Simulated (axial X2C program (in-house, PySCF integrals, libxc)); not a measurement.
## Nuclear properties of NSeO

Computed with an in-house all-electron X2C program for linear molecules (integrals from PySCF): two-component X2C with atomic mean-field Coulomb and Gaunt terms, Gaussian nuclei, basis N dyall-av3z, Se dyall-v3z, O dyall-av3z with contracted cores.

N–Se–O held linear, with bonds 1.622 and 1.681 Å (near the PBE0 minimum at charge 0 of the determinant lowest at the starting distance; the state shown can have its own minimum elsewhere, held linear; other orders of the atoms were not compared).

Input and command:
```json
{"zs": [7, 34, 8], "q": 0, "bas": ["dyall-av3z", "dyall-v3z", "dyall-av3z"], "r0": [1.67, 1.64], "symm": 0, "scan": ["PBE0", "HF", "r2SCAN"], "levels": ["PBE0", "HF", "TPSSh"], "nst": 2}
```
```bash
python solin.py task.json out
```

Keys: zs atomic numbers; q charge; bas basis sets; r0 starting distance in Å; symm equal bonds; scan levels of the two-bond scan; levels methods; nst determinants followed.

Determinant lowest in the PBE0 search, Ω = 1/2 (⟨Sz⟩ = 0.50, ⟨Lz⟩ = 0.00 at PBE0), spin on the atoms N 0.11, Se 0.16, O 0.23:

```csv
level,Eeff magnitude (GV/cm),Ws magnitude Se (kHz),A∥/gI N (MHz),qzz N (a.u.),A∥/gI Se (MHz),qzz Se (a.u.),A∥/gI O (MHz),qzz O (a.u.),μ (D)
PBE0,1.05,0.982,145,-0.46,1700,-1.50,237,0.93,-0.45
HF,1.21,0.864,240,-0.91,1450,-0.62,254,1.53,-1.12
TPSSh,1.1,1.02,137,-0.42,1640,-0.98,237,0.82,-0.40
```

Determinant 1.65 eV from it at PBE0 and this distance, Ω = 3/2 (⟨Sz⟩ = 0.50, ⟨Lz⟩ = 1.00 at PBE0), spin on the atoms N 0.23, Se 0.27, O 0.01:

```
level  Eeff magnitude (GV/cm)  Ws magnitude Se (kHz)  A∥/gI N (MHz)  qzz N (a.u.)  A∥/gI Se (MHz)  qzz Se (a.u.)  A∥/gI O (MHz)  qzz O (a.u.)  μ (D)
 PBE0                   0.413                  0.105           71.7          1.22             398           1.47           64.8          3.07  -0.22
   HF                    1.58                  0.476           94.6         -0.05            1330           2.00           8.14          0.79   0.08
TPSSh                    0.34                 0.0838             66          1.27             379           1.99           63.2          2.95  -0.19
```

Eeff is the effective electric field on the electron electric dipole moment in this Ω state and Ws the scalar–pseudoscalar constant of the nucleus named (defined with the proton number Z and per Ω); A∥ (defined per Ω) follows by multiplying with gI = μI/(I μN); qzz is the electric field gradient, eQq0 = 234.96 MHz × Q/barn × qzz; μ is positive if the O end (last atom) is positive. The operators were transformed with the bare-nucleus X2C matrices; with these basis sets, hyperfine constants and field gradients can be off by tens of per cent, and where levels differ in sign neither size nor sign is settled.

(1) With gI(14N) = 0.4038, gI(77Se) = 1.0701, gI(17O) = -0.7575, Q(17O) = -0.02558 barn (g factors from the IAEA table of nuclear moments by Stone; Q from Pyykkö, Mol. Phys. 2018), turn the PBE0 values of the first state into constants in MHz.

The molecule was held linear; bending was not examined, so a bent shape may lie lower.

Each state is one determinant with collinear spin. Unrestricted Hartree–Fock can overshoot spin polarisation at the nuclei. In the state Ω = 1/2 the sign of Eeff differs between levels (HF against PBE0). Where Eeff spreads by more than a factor of two the levels disagree and none is to be relied on. The search compared states at one distance, so a state with another bond length can lie lower. The sign of Ws at Se differs between levels in the first state. Where a field gradient or hyperfine factor spreads by more than a factor of two over the levels, a constant derived from it is not to be relied on. PBE0 term energies can be off by some tenths of an eV.

Answers

(1) A∥(14N) = 145 × 0.4038 = 58.6 MHz; A∥(77Se) = 1700 × 1.0701 = 1820 MHz; A∥(17O) = 237 × -0.7575 = -180 MHz; eQq0(17O) = 234.96 × (-0.02558) × (0.93) = -5.59 MHz.
